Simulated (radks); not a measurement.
Isoelectronic series with 46 electrons, all held in the configuration [Kr] 4d10, which need not be the ground one along the series. Method: Dirac Kohn-Sham, BLYP, spin-unpolarised, spherical densities, point nucleus; computed with a radial shooting solver on a logarithmic mesh with Libxc functionals. Total energies (hartree) and mean radii <r> (bohr):

ion    E (hartree)   4d5/2   4d3/2   4p3/2
Pd     -5047.51045   1.614   1.575   1.054
Ag+    -5317.53547   1.402   1.379   1.011
Cd2+   -5595.65654   1.263   1.246  0.9696
In3+   -5881.87368   1.159   1.145  0.9299
Sn4+   -6176.20376   1.077   1.064  0.8925
Sb5+   -6478.67337   1.008  0.9970  0.8577
Te6+   -6789.31569  0.9503  0.9398  0.8252
I7+    -7108.16882  0.9000  0.8902  0.7950
Xe8+   -7435.27483  0.8558  0.8464  0.7668
Cs9+    -7770.6792  0.8164  0.8075  0.7405
Ba10+   -8114.4306  0.7811  0.7724  0.7160
La11+   -8466.5804  0.7491  0.7407  0.6930
Ce12+   -8827.1829  0.7199  0.7118  0.6714
Pr13+   -9196.2949  0.6932  0.6852  0.6512
Nd14+   -9573.9760  0.6686  0.6608  0.6322
